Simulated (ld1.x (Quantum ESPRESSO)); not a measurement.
# What one change does to a pseudopotential (Mo (Z = 42), TM)

| Property | Result |
| --- | --- |
| Element | molybdenum (Mo) |
| Generator | ld1.x (Quantum ESPRESSO) 7.5 |
| Type | norm-conserving Troullier–Martins (Kleinman–Bylander form) |
| Functional | BLYP |
| Relativity | scalar-relativistic |
| Frozen core | [Kr] |
| Valence charge | 6 |
| Reference configuration | 4d4 5s0 5p0 (charge +2) |
| Partial waves | 5s (bound, empty): rc 2.35 bohr; 4d (bound): rc 2.45 bohr; 5p (bound, empty): rc 2.90 bohr |
| Local potential | the p channel |
| Core correction | a·sin(br)/r model core, default radius (core density twice the valence density) |

Change: local potential the d channel.

Cutoffs: the cutoffs (Ry, on a coarse ladder) from which the occupation-weighted sum of valence levels, in a spherical-Bessel basis at the reference potential, stays within 10 and 1 mRy of its value at 400 Ry; they do not see the model core or the augmentation charge, which bear on the density cutoff. Errors are all-electron minus pseudo energies relative to the spin-unpolarised reference configuration.

Question: Predict the effect on cutoff, ghosts and configuration errors.

Answer: The potential gets neither clearly harder nor softer (35 Ry and 40 Ry → 35 Ry and 40 Ry); a bound ghost appears in p, s, which as a rule spoils a file; the f channel binds one level more than in the base; of the 7 tests that both files solve, the error grows in 1 and shrinks in 5 by more than 15 % and 0.3 meV (median size 164.8 → 101.1 meV); the range in which the s phases agree widens (upper end -0.4 → 0.9); the range in which the p phases agree widens (upper end 1.0 → 2.5). In the separable form a ghost depends on how the local part lies against the semilocal potential of the channel, so the choice of the local part can create or remove one.

```tsv
quantity	base	changed
cutoff, loose	35 Ry	35 Ry
cutoff, tight	40 Ry	40 Ry
bound ghosts	none	s, p
error for 4d5 5s1 5p0, meV [ΔE -22.34 eV]	-124	-49
error for 4d5 5s0 5p0, meV [ΔE -15.40 eV]	-165	-74
error for 4d3 5s0 5p0, meV [ΔE 26.66 eV]	-239	-147
error for 4d6 5s0 5p0, meV [ΔE -21.49 eV]	-422	-163
error for 4d5 5s0 5p1, meV [ΔE -19.18 eV]	-125	-126
error for 4d4 5s2 5p0, meV [ΔE -22.22 eV]	-7.0	-15
error for 4d5.5 5s0.5 5p0, meV [ΔE -22.02 eV]	-259	-101
s: phases at 3.14 bohr within 0.05 rad from the reference energy up to (Ry; the scan ends near 5)	-0.4	0.9
p: phases at 3.14 bohr within 0.05 rad from the reference energy up to (Ry; the scan ends near 5)	1.0	2.5
d: phases at 3.14 bohr within 0.05 rad from the reference energy up to (Ry; the scan ends near 5)	-0.7	0.0
```

Changed file: These tests converged, but a pseudo level misses the all-electron one widely, so the file describes the atom poorly there or has found another state: 4d3 5s0 5p0: empty 5p by 3.3 eV (a node warning on the way). A true bound ghost makes a file unfit for plane-wave use even where its test errors are small: the radial tests pick states by their node count and pass the ghost by.
